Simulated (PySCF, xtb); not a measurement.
IrO4, SMILES [O]=[Ir+](=[O])(=[O])=[O], charge +1, multiplicity 1.

GFN2-xTB run with xtb 6.7.1 at its own geometry gives an orbital gap of 2.85 eV.

Geometry optimised at PBE0-D3(BJ)/def2-SVP. The multiplicity is an assumed one; other spin states were not compared. The def2 effective core potentials stand for the cores of Ir; spin–orbit coupling is left out.

Q: What does PBE/def2-TZVP run with PySCF give? (An estimate is asked for; the answer gives what the named calculation found.)

A: gap 3.32 eV (levels -16.19 and -12.87 eV).
